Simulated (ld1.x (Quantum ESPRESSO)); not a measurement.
What one change does to a pseudopotential (oxygen, TM)

ld1.x (Quantum ESPRESSO) 7.5 input, shortened:

```
&input
   title='O', zed=8., rel=0, dft='WC', iswitch=3,
   config='[He] 2s1 2p5'
 /
 &inputp
   pseudotype=2, tm=.true., lloc=0,
   nlcc=.true.
 /
2
2P  2  1   5.00   0.00  2.05  2.05  0.0
2S  1  0   1.00   0.00  0.90  0.90  0.0
 &test
   configts(1)='2s1 2p5'
 /
```

Change: wave 2p (bound): rc 2.05 bohr becomes 2p (bound): rc 2.48 bohr.

Cutoffs: the cutoffs (Ry, on a coarse ladder) from which the occupation-weighted sum of valence levels, in a spherical-Bessel basis at the reference potential, stays within 10 and 1 mRy of its value at 400 Ry; they do not see the model core or the augmentation charge, which bear on the density cutoff. Errors are all-electron minus pseudo energies relative to the spin-unpolarised reference configuration.

What does the change do?

The potential gets neither clearly harder nor softer (60 Ry and 160 Ry → 60 Ry and 160 Ry); the s channel sets the loose cutoff, while the largest relative change is in p, which becomes softer; of the 7 tests that both files solve, the error grows in 7 and shrinks in 0 by more than 15 % and 0.3 meV (median size 252.9 → 457.6 meV); neither file shows a bound ghost at the reference potential, the only one tested. More of the atom is replaced by a form fitted at one configuration, so other configurations suffer.

```csv
quantity,base,changed
"cutoff, loose",60 Ry,60 Ry
"cutoff, tight",160 Ry,160 Ry
loose cutoff by channel (10 mRy a level),"p 35 Ry, s 60 Ry","p 25 Ry, s 60 Ry"
bound ghosts,none,none
"error for 2s2 2p4, meV [ΔE -14.79 eV]",-16,-72
"error for 2s2 2p3, meV [ΔE 1.63 eV]",+253,+458
"error for 2s2 2p2, meV [ΔE 35.21 eV]",+1150,+2170
"error for 2s2 2p4.3, meV [ΔE -16.90 eV]",-45,-127
"error for 2s2 2p0, meV [ΔE 165.86 eV]",+8138,+14211
"error for 2s1 2p4, meV [ΔE 16.69 eV]",+45,+123
"error for 2s2 2p1, meV [ΔE 89.05 eV]",+3429,+6262
```

Changed file: These tests converged, but a pseudo level misses the all-electron one widely, so the file describes the atom poorly there or has found another state: 2s2 2p0: empty 2p by 10.4 eV; 2s2 2p1: 2p by 5.8 eV.
